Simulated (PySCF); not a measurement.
# Ionisation energy of Ge⁺ by level of theory

Ge⁺ [Ar] 3d10 4s2 4p1 (2P) → Ge²⁺ [Ar] 3d10 4s2 (1S), as a difference of total energies. Calculation: PySCF 2.14, in x2c-TZVPPall with one added diffuse shell each of s, p, d type (7s6p5d1f, 57 functions); the spin-free X2C one-electron Hamiltonian (Gaussian nucleus). Correlated levels: valence: [Ar] 3d10 frozen; valence and next inner shell: [Ne] frozen. The calculations carry no spin-orbit coupling.

| method | ionisation energy (eV) | plus first-order spin-orbit estimate | error of that sum (eV) |
| --- | --- | --- | --- |
| UHF | 15.200 | 15.331 | -0.604 |
| LDA | 15.854 | 15.985 | +0.050 |
| PBE | 15.741 | 15.872 | -0.063 |
| PBE0 | 15.765 | 15.896 | -0.039 |
| r2SCAN | 15.924 | 16.055 | +0.120 |
| r2SCAN0 | 15.909 | 16.040 | +0.105 |
| BLYP | 15.650 | 15.781 | -0.154 |
| PBEsol | 15.732 | 15.863 | -0.072 |
| B3LYP | 15.811 | 15.941 | +0.006 |
| MP2 (valence) | 15.439 | 15.570 | -0.365 |
| SCS-MP2 (valence) | 15.427 | 15.558 | -0.377 |
| MP2 (valence and next inner shell) | 15.579 | 15.710 | -0.225 |
| SCS-MP2 (valence and next inner shell) | 15.523 | 15.654 | -0.281 |

Reference: 15.935 eV (measured; NIST Atomic Spectra Database, ionization energies).

A first-order spin-orbit estimate (lowest level to lowest level, LS coupling) adds 0.131 eV.

Errors of the correlated levels include the incompleteness of this basis and the frozen core.
